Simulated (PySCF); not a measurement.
Run record for `N#CCO[SiH2]OC`: BHandHLYP/def2-SVPD, IEF-PCM water, start guess huckel, full TDDFT, 3 singlets.

Method: TDDFT BHandHLYP/def2-SVPD, vertical, IEF-PCM water (non-equilibrium linear response), core orbitals frozen in the response (PySCF 2.14.0, density-fitted response routines). Geometry: GFN2-xTB. The input is one job of a driver script: a line of settings, then coordinates in Å.

Command:
```bash
OMP_NUM_THREADS=1 python probes_run.py task.json out
```

Input:
```
{"job": {"kind": "uv", "xc": "BHandHLYP", "basis": "def2-SVPD", "solvent": "water", "nstates": 3, "ntriplets": 5, "tda": false, "scf": {"guess": "huckel"}}, "charge": 0, "multiplicity": 1}
C      2.832615     0.554058     0.404238
O      1.450465     0.641468     0.278061
Si     0.390969    -0.546789     0.484623
O     -0.969484     0.276417     0.195680
C     -2.249602    -0.257827     0.244998
C     -3.214063     0.695213    -0.271186
N     -3.969155     1.446803    -0.681665
H      3.235548    -0.235786    -0.233730
H      3.261817     1.511188     0.107560
H      3.114987     0.338082     1.437586
H      0.399163    -1.099103     1.843951
H      0.562718    -1.639344    -0.478547
H     -2.319899    -1.177752    -0.354078
H     -2.526758    -0.507102     1.280368
```

Output:
```
final grid: 116568 points
cycle   1  E = -609.3113410029  dE =  4.743e-02  |g| = 4.007e+00  |ddm| = 8.704e+00
cycle   2  E = -607.2103053982  dE =  2.101e+00  |g| = 4.460e+00  |ddm| = 3.573e+01
cycle   3  E = -612.6896591147  dE = -5.479e+00  |g| = 5.703e-01  |ddm| = 3.547e+01
cycle   4  E = -612.7331375854  dE = -4.348e-02  |g| = 4.183e-01  |ddm| = 1.386e+00
cycle   5  E = -612.7685251522  dE = -3.539e-02  |g| = 6.699e-02  |ddm| = 4.685e-01
cycle   6  E = -612.7694258102  dE = -9.007e-04  |g| = 1.708e-02  |ddm| = 9.228e-02
cycle   7  E = -612.7694901783  dE = -6.437e-05  |g| = 4.547e-03  |ddm| = 2.693e-02
cycle   8  E = -612.7694948129  dE = -4.635e-06  |g| = 1.469e-03  |ddm| = 8.182e-03
cycle   9  E = -612.7694953269  dE = -5.140e-07  |g| = 4.440e-04  |ddm| = 1.898e-03
cycle  10  E = -612.7694953701  dE = -4.322e-08  |g| = 1.258e-04  |ddm| = 6.897e-04
cycle  11  E = -612.7694953742  dE = -4.109e-09  |g| = 4.630e-05  |ddm| = 1.770e-04
cycle  12  E = -612.7694953751  dE = -8.674e-10  |g| = 2.160e-05  |ddm| = 8.373e-05
converged SCF energy = -612.7694953751

Static polarisability (au): isotropic 86.711, principal 76.926 82.190 101.018

Singlet excitations
state   eV       nm        f      main configurations
  1   7.4339    166.8   0.00036   H-1->L 0.27, H-3->L 0.15, H-3->L+2 0.15
  2   7.7379    160.2   0.00023   H->L 0.55, H->L+1 0.22
  3   8.1296    152.5   0.00990   H-4->L 0.12, H-3->L+3 0.11, H-4->L+2 0.10

Triplet excitations (Tamm-Dancoff, eV): 6.3696 6.8507 7.0383 7.3262 7.7856
```

H and L stand for HOMO and LUMO; the number after each pair is its weight.

Question: How does the lowest singlet excitation compare with the HOMO–LUMO gap?

Answer: HOMO -9.72 eV and LUMO 0.80 eV give a gap of 10.52 eV; S1 at 7.43 eV lies 3.09 eV below it.

Question: Give the mean polarisability as a volume in Å³, and the ratio of the largest to the smallest principal value.

Answer: 86.711 au × 0.148185 = 12.85 Å³; 101.018/76.926 = 1.31.

In short: SCF converged in 12 cycles with 206 basis and 761 fitting functions; HOMO -9.72 eV, LUMO 0.80 eV; lowest singlet 7.43 eV; lowest triplet 6.37 eV (Tamm–Dancoff); mean polarisability 86.7 au.

The structure is a single GFN2-xTB conformer; no vibrational corrections.

Time: 19 s of wall time; peak memory 0.90 GiB. Hardware: one thread of an AMD EPYC 9R45, shared host with 96 logical CPUs at a one-minute load of 27.

The values belong to the conformer `[CH3:1][O:2][SiH2:3][O:4][CH2:5][C:6]#[N:7]`: C1–O2–Si3–O4 180°, O2–Si3–O4–C5 -179°, Si3–O4–C5–C6 -171°.
